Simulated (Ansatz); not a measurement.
The cluster In₂As₃, relaxed as a quartet with UKS r2SCAN-D4/def2-SVP in Ansatz, starting from the r2SCAN-D4/def2-SVP geometry of the neutral doublet. Force threshold 0.02 eV/Å.

In the def2 sets In takes a core potential; there is no spin–orbit coupling. At r2SCAN-D4/def2-SVP a doublet of charge 0 lies 1.42 eV below the quartet, each at its own geometry. The structure comes from a short search, and lower isomers may exist.

Start:

```xyz
5

In   -2.0356   -1.5529    0.4323
In    2.2240    0.8389   -1.0451
As    0.7316   -0.8761    0.6910
As   -0.3276    1.2412    1.0653
As   -0.5924    0.3489   -1.1435
```

(1) Estimate the energy that the relaxation releases and the steps that it takes.

(2) Does the start keep its bonding and symmetry?

(3) Predict the relaxed structure.

Answers

(1) 1.38 eV, in 14 steps; 83 s on 4 threads of Arm Neoverse V2 on a shared host. The force fell under the threshold at step 9, but the optimiser went on. No frequencies were taken in this run, so the end may be a saddle point.

(2) Bonds lost: As3–As5 (atoms count from 1). Bonds formed: In1–As4, In2–As4 (atoms count from 1). Point group C2v at the start, Cs at the end, both within 0.05 Å.

(3) 
Cartesian coordinates in Å:
```
In -1.8358 -1.4806 0.3363
In 2.0217 0.6705 -1.0116
As 0.9704 -0.9647 1.1331
As -0.3081 1.0572 0.9286
As -0.8481 0.7177 -1.3864
```
Bond lengths (bridged metal pairs left out): 6 × As–In 2.89 to 3.06 Å; 2 × As–As 2.40 Å.
